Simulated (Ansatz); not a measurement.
C₂H₅BO₂, SMILES `CC1OB1O`, relaxed with RKS PBE-D4/def2-SVP in Ansatz 0.2.0 from a rough embedded geometry. The force threshold is 0.03 eV/Å; the program also tests the step.

The species carries charge 0 and has multiplicity 1.

Start:

```xyz
10

C    -0.924    0.020    1.035
C     0.285   -0.550    0.374
O    -0.081   -1.288   -0.709
B     0.684   -0.082   -1.113
O     0.784    1.125   -1.946
H    -1.695    0.388    0.288
H    -1.353   -0.652    1.741
H    -0.579    0.977    1.561
H     1.130   -1.009    1.009
H     1.748    1.070   -2.240
```

**Question.** By how much does the energy fall, and how many steps does the optimiser take? (Estimate.)

**Answer.** The calculation gave: 198.00 kJ/mol, in 11 steps.

**Question.** Which bonds change most? (Best estimate.)

**Answer.** Ansatz gave: C2–O3 from 1.360 to 1.544 Å; O3–B4 from 1.484 to 1.346 Å; B4–O5 from 1.470 to 1.354 Å; C2–B4 from 1.609 to 1.528 Å.

**Question.** Give the relaxed structure. (An estimate is asked.)

**Answer.** The calculation gave: 
```xyz
10

C    -0.898    0.103    1.085
C     0.308   -0.400    0.334
O    -0.021   -1.284   -0.888
B     0.619   -0.126   -1.137
O     1.066    0.523   -2.237
H    -1.632    0.593    0.414
H    -1.417   -0.720    1.622
H    -0.582    0.848    1.845
H     1.060   -0.902    0.975
H     1.497    1.366   -2.013
```
